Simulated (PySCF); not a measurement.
Compound: C7H4F4.
Z-matrix (Å and degrees, PBE0-D3(BJ)/def2-SVP geometry), rows numbered from 1:
```
F 
C   1  1.3278
C   2  1.3877  1  119.17
C   3  1.3933  2  119.12  1  -179.89
C   4  1.3936  3  120.39  2    -0.11
C   5  1.3927  4  119.76  3     0.08
C   6  1.3947  5  120.62  4     0.04
C   7  1.5047  2  119.90  1     0.40
F   8  1.3346  7  111.47  2    60.03
F   8  1.3343  7  111.68  2   -60.04
F   8  1.3361  7  111.35  2   179.93
H   3  1.0912  2  118.86  1     0.02
H   4  1.0925  3  119.44  2   179.85
H   5  1.0915  4  120.33  3   179.98
H   6  1.0909  5  120.62  4   179.91
```

The closed-shell ground state was solved at several levels (PySCF, density fitting, gas phase, non-relativistic).

```
              level  basis functions  total energy (Eh)  HOMO (eV)  LUMO (eV)  gap (eV)  dipole (D)
      PBE0/pcSseg-1              207          -667.7810      -7.76      -1.21      6.55        3.51
        B3LYP/pcJ-1              337          -668.5383      -7.51      -1.37      6.14        3.53
CAM-B3LYP/def2-SVPD              264          -667.8366      -9.02      -0.19      8.83        3.74
```

(1) Estimate the row for PBE/pcSseg-2, a basis of 452 functions; the other rows only guide the guess.

(2) Over all these levels, which gives the widest orbital gap and which the narrowest?

(3) How far do the dipole and the HOMO energy spread over the levels?

Answers

(1) Total energy -668.1003 Eh, HOMO -6.65 eV, LUMO -2.08 eV, gap 4.57 eV, dipole 3.28 D.

(2) CAM-B3LYP/def2-SVPD (range-separated hybrid) has the widest, 8.83 eV, and PBE/pcSseg-2 (GGA) the narrowest, 4.57 eV. Functional and basis both differ between the two, so the spread mixes both effects.

(3) The dipole runs from 3.28 to 3.74 D (mean 3.51 D) and the HOMO from -9.02 to -6.65 eV.
